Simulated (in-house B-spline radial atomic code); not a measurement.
Configurations of Pr, with energies counted from [Xe] 4f3 6s2. All numbers are computed (Dirac-Hartree-Fock, average of configuration; Fermi nucleus of rms radius 4.8919 fm) with a radial B-spline atomic code at the basis-set limit, not measured. Energies include first-order Breit, QED and recoil terms.

Occupations are held fixed; configurations that lie above the ionisation limit could autoionise.

| configuration | E - E(ref) (eV) | highest orbital | its <r> (bohr) |
| --- | --- | --- | --- |
| [Xe] 4f2 5d1 6s2 | -1.2865 | 6s1/2 | 4.58 |
| [Xe] 4f3 6s1 9p1 | 4.0092 | 9p3/2 | 41.09 |
| [Xe] 4f3 6s1 7g1 | 4.2217 | 7g9/2 | 63.48 |
| [Kr] 4d10 4f3 5s2 5p5 6s2 8d1 | 24.811 | 8d5/2 | 38.2 |
| [Kr] 4d9 4f3 5s2 5p6 6s2 7s1 | 117.54 | 7s1/2 | 10.82 |

Q: Order these further configurations by energy, lowest first.
A. [Xe] 4f2 6s2 9p1
B. [Xe] 4f3 6s1 7d1
C. [Xe] 4f3 6s1 6p1
D. [Kr] 4d9 4f3 5s2 5p6 6s2 9p1
E. [Kr] 4d9 4f3 5s2 5p6 6s2 9s1

A: C (1.4382 eV), B (3.7789 eV), A (3.7838 eV), E (118.88 eV), D (118.99 eV).

Q: Is the reference the lowest configuration at this level of theory?

A: No: [Xe] 4f2 5d1 6s2 lies 1.287 eV lower. Averages of configurations without correlation can order differently from the measured ground levels.
